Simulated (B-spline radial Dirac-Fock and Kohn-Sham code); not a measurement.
# What relativity does to the binding energies of Sb³⁹⁺

System: antimony as Sb³⁹⁺ in the configuration [Ne] 3s2.

Both columns are ΔSCF binding energies of the configuration average from a radial B-spline solver: non-relativistic Hartree-Fock with a point nucleus, and Dirac-Fock with a finite nucleus and the Coulomb interaction alone, averaged over the two j levels with weights 2j+1.

| shell | Hartree-Fock (eV) | Dirac-Fock (eV) | shift (eV) | shift (%) |
| --- | --- | --- | --- | --- |
| 1s | 31944.3 | 33099.5 | +1155.20 | +3.62 |
| 2s | 6754.9 | 7064.1 | +309.21 | +4.58 |
| 2p | 6487.2 | 6593.6 | +106.41 | +1.64 |
| 3s | 2724.6 | 2817.7 | +93.15 | +3.42 |

Relativity binds 1s, 2s, 2p, 3s more strongly, among those listed most of all 2s in relative terms.

Values without a named source are computed, but for edge energies of neutral atoms, which are taken from tables.
